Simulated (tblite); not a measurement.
Parent: `[F:1][C:2]([F:3])=[C:4]([F:5])[CH2:6][SiH3:7]` with C2–C4–C6–Si7 108°, C3H5F3Si.

The geometries are computed with GFN2-xTB (gas phase). One conformer each, not checked by frequencies here.

```json
{"coordinate of the parent": "F1–C2", "value": "1.335 Å"}
{"coordinate of the parent": "C2–F3", "value": "1.329 Å"}
{"coordinate of the parent": "C2=C4", "value": "1.327 Å"}
{"coordinate of the parent": "C4–F5", "value": "1.351 Å"}
{"coordinate of the parent": "C4–C6", "value": "1.477 Å"}
{"coordinate of the parent": "C6–Si7", "value": "1.926 Å"}
{"coordinate of the parent": "F1–C2–F3", "value": "110.7°"}
{"coordinate of the parent": "F1–C2–C4", "value": "122.7°"}
{"coordinate of the parent": "F3–C2–C4", "value": "126.6°"}
{"coordinate of the parent": "C2–C4–F5", "value": "118.0°"}
{"coordinate of the parent": "C2–C4–C6", "value": "126.5°"}
{"coordinate of the parent": "F5–C4–C6", "value": "115.5°"}
{"coordinate of the parent": "C4–C6–Si7", "value": "110.9°"}
```

Question: How does the shared frame change in `[CH3:1][SiH2:2][CH2:3][C:4]([F:5])=[C:6]([F:7])[F:8]` with C1–Si2–C3–C4 -179°, Si2–C3–C4–F5 74°, C4H7F3Si? Atoms pair as F1 = F8, C2 = C6, F3 = F7, C4 = C4, F5 = F5, C6 = C3, Si7 = Si2 (parent first).

Answer: 
```csv
parent,relative,value in the relative,change
F1–C2,F8–C6,1.335 Å,0.000
C2–F3,C6–F7,1.330 Å,+0.001
C2=C4,C6=C4,1.327 Å,0.000
C4–F5,C4–F5,1.351 Å,0.000
C4–C6,C4–C3,1.475 Å,-0.002
C6–Si7,C3–Si2,1.929 Å,+0.003
F1–C2–F3,F8–C6–F7,110.7°,0.0
F1–C2–C4,F8–C6–C4,122.6°,-0.1
F3–C2–C4,F7–C6–C4,126.7°,+0.1
C2–C4–F5,C6–C4–F5,118.0°,0.0
C2–C4–C6,C6–C4–C3,126.3°,-0.2
F5–C4–C6,F5–C4–C3,115.6°,+0.1
C4–C6–Si7,C4–C3–Si2,110.6°,-0.3
```

No shared bond changes by more than 0.004 Å. Bonds of the relative outside the shared frame: C1–Si2 1.895 Å. Point group C1 → C1.

Question: How does the shared frame change in `[F:1][C:2]([F:3])=[C:4]([F:5])[CH2:6][SiH2:7][NH:8][SiH3:9]` with C2–C4–C6–Si7 -100°, C4–C6–Si7–N8 -62°, C6–Si7–N8–Si9 -176°, C3H8F3NSi2? Atoms pair as F1 = F1, C2 = C2, F3 = F3, C4 = C4, F5 = F5, C6 = C6, Si7 = Si7 (parent first).

Answer: 
```csv
parent,relative,value in the relative,change
F1–C2,F1–C2,1.335 Å,0.000
C2–F3,C2–F3,1.331 Å,+0.002
C2=C4,C2=C4,1.327 Å,0.000
C4–F5,C4–F5,1.354 Å,+0.003
C4–C6,C4–C6,1.473 Å,-0.004
C6–Si7,C6–Si7,1.924 Å,-0.002
F1–C2–F3,F1–C2–F3,110.7°,0.0
F1–C2–C4,F1–C2–C4,122.7°,0.0
F3–C2–C4,F3–C2–C4,126.6°,0.0
C2–C4–F5,C2–C4–F5,117.7°,-0.3
C2–C4–C6,C2–C4–C6,126.6°,+0.1
F5–C4–C6,F5–C4–C6,115.7°,+0.2
C4–C6–Si7,C4–C6–Si7,111.2°,+0.3
```

Of the parent's bonds, C4–F5 and C4–C6 change most and about equally (-0.004 to +0.003 Å). Bonds of the relative outside the shared frame: Si7–N8 1.719, N8–Si9 1.741 Å. Point group C1 → C1.

Question: How does the shared frame change in `[N:1]#[C:2][CH2:3][SiH2:4][CH2:5][C:6]([F:7])=[C:8]([F:9])[F:10]` with C2–C3–Si4–C5 -57°, C3–Si4–C5–C6 -177°, Si4–C5–C6–F7 -67°, C5H6F3NSi? Atoms pair as F1 = F9, C2 = C8, F3 = F10, C4 = C6, F5 = F7, C6 = C5, Si7 = Si4 (parent first).

Answer: 
| parent | relative | value in the relative | change |
| --- | --- | --- | --- |
| F1–C2 | F9–C8 | 1.334 Å | -0.001 |
| C2–F3 | C8–F10 | 1.327 Å | -0.002 |
| C2=C4 | C8=C6 | 1.327 Å | 0.000 |
| C4–F5 | C6–F7 | 1.349 Å | -0.002 |
| C4–C6 | C6–C5 | 1.478 Å | +0.001 |
| C6–Si7 | C5–Si4 | 1.921 Å | -0.005 |
| F1–C2–F3 | F9–C8–F10 | 110.8° | +0.1 |
| F1–C2–C4 | F9–C8–C6 | 122.6° | -0.1 |
| F3–C2–C4 | F10–C8–C6 | 126.6° | 0.0 |
| C2–C4–F5 | C8–C6–F7 | 118.2° | +0.2 |
| C2–C4–C6 | C8–C6–C5 | 126.3° | -0.2 |
| F5–C4–C6 | F7–C6–C5 | 115.4° | -0.1 |
| C4–C6–Si7 | C6–C5–Si4 | 110.5° | -0.4 |

Of the parent's bonds, C6–Si7 changes most (-0.005 Å). Bonds of the relative outside the shared frame: N1≡C2 1.144, C2–C3 1.430, C3–Si4 1.919 Å. Point group C1 → C1.
